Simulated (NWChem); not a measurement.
Species: LiCl; SMILES [Cl][Li]

All runs: NWChem. Pople sets run with spherical d functions. Each level has its own optimisation; frequencies are unscaled.

For level PBE/6-311G**:

- r Cl–Li (Å): 2.029
- highest harmonic frequency (cm⁻¹): 630
- dipole (D): 7.08

Estimate the same quantities for level PBE/STO-3G.

r Cl–Li (Å): 1.944
highest harmonic frequency (cm⁻¹): 782
dipole (D): 4.55
